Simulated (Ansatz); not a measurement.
Basis sets compared for Ga4As5⁻. The state is a singlet with charge -1. Geometry PBE-D4/def2-SVP. Ansatz on 4 threads of Intel Xeon on a shared host; times are rough, and most runs start from earlier orbitals.

```xyz
9

Ga   -0.780   -0.064   -2.880
Ga    1.297   -0.463    2.474
Ga    0.949   -0.277   -0.557
Ga   -1.329    0.137    1.607
As    2.870   -0.796    0.846
As   -1.037    1.496   -0.385
As   -2.614    1.204   -2.193
As    1.224   -1.220   -2.748
As   -0.581   -0.016    3.836
```

The 6-31G sets use Cartesian d functions. At HF/STO-3G the highest occupied level of the charge -1 singlet lies above zero (up to 0.45 eV). In Hartree–Fock with STO-3G the lack of diffuse functions raises the level. The structure comes from a short search, and lower isomers may exist.

| level | functions | energy (Eh) | HOMO (eV) | LUMO (eV) | wall time |
| --- | --- | --- | --- | --- | --- |
| HF/STO-3G | 162 | -18650.1454 | 0.45 | 6.25 | 20 s |
| HF/6-31G | 261 | -18861.1607 | -3.67 | 2.38 | 36 s |
| PBE-D4/def2-SVP (with forces) | 288 | -18873.9900 | -1.10 | -0.09 | 17 s |
| PBE0-D4/def2-SVP | 288 | -18874.4412 | -1.89 | 0.33 | 49 s |

(1) Estimate the rows for PBE-D4/def2-SVPD, PBE0-D4/def2-SVPD.

Answers

(1) 
```tsv
level	functions	energy (Eh)	HOMO (eV)	LUMO (eV)	wall time
PBE-D4/def2-SVPD	342	-18874.0041	-1.29	-0.27	23 s
PBE0-D4/def2-SVPD	342	-18874.4537	-2.04	0.19	86 s
```
